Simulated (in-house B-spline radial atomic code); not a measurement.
Ga⁺. Computed with a B-spline radial atomic code. Model: all-electron spherical atom, spin shells full or empty, radial basis limit, no spin-orbit coupling, Breit or QED, empty-state partial waves extrapolated as (l+1/2)^-4, RPA, G0W0 and static COHSEX of the highest shell as one setting changes (uncorrelated shells keep exact exchange).

Empty levels are discrete states of a finite basis, so the steps are uneven.

Given: element Ga; charge 1; filled core Ar; hamiltonian one-electron scalar X2C; mean-field start PBE0; highest l of empty states 9; nuclear rms radius 3.9973 fm; lowest nl shells left uncorrelated 3; highest mean-field shell 4s; box radius 23.78 bohr.

Shell: 3d 5 5, 4s 1 1 (electrons up and down).

```csv
highest empty level kept (hartree),RPA correlation energy (hartree),G0W0 level (eV),G0W0 minus most complete (meV),COHSEX level (eV),linearised minus solved G0W0 (meV)
1.33,-0.17353,-20.017,714,-21.211,2.2
2.67,-0.29669,-20.234,496.6,-21.576,1.7
4.67,?,?,?,?,?
8,-0.64688,-20.54,191.2,-22.088,0.8
13.33,-0.83344,-20.614,117,-22.253,0.7
24,-1.0668,-20.668,62.9,-22.383,0.6
40,-1.2298,-20.697,34.5,-22.468,0.6
80,-1.3637,-20.718,13.3,-22.538,0.5
160,-1.421,-20.727,3.6,-22.572,0.5
333.33,-1.4338,-20.73,0.8,-22.581,0.5
800,?,?,?,?,?
2666.7,-1.4373,-20.731,0,-22.584,0.5
```

What follows for highest empty level kept = 800?

RPA correlation energy -1.437 hartree; G0W0 level -20.731 eV; G0W0 minus most complete 0.1 meV; COHSEX level -22.583 eV; linearised minus solved G0W0 0.5 meV.

What follows for highest empty level kept = 4.67?

RPA correlation energy -0.44522 hartree; G0W0 level -20.413 eV; G0W0 minus most complete 318 meV; COHSEX level -21.858 eV; linearised minus solved G0W0 1.1 meV.
